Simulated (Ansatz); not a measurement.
Species: InCl3, charge -1, multiplicity 2. 
Structure (B3LYP-D3(BJ)/def2-TZVP (Ansatz, a quantum-chemistry and plane-wave program) minimum search):
```
In
Cl 1 2.4827
Cl 1 2.4827 2 107.98
Cl 1 2.4827 2 107.98 3 -116.52
```
Charge -1, spin multiplicity 2.

Parts of the frozen-core correlation energy in def2-QZVPP (Ansatz, hartree). Frozen orbitals: 24; correlated occupied orbitals by spin: 13 and 12; virtual: 255 and 256. UHF or UKS for open shells. No spin-orbit coupling. In def2 rows, elements after Kr have scalar-relativistic effective core potentials.

```
term                             value
-------------------------  -----------
reference (HF)             -1568.03240
MP2 opposite-spin                    ?
MP2 same-spin                        ?
CCSD correlation              -0.73929
(T)                                  ?
T1 diagnostic                    0.010
largest doubles amplitude        0.020
<S^2> of the reference           0.756
```

### Question
What belongs in the gaps?

### Answer

- MP2 opposite-spin, value: -0.52562
- MP2 same-spin, value: -0.16877
- (T), value: -0.03507
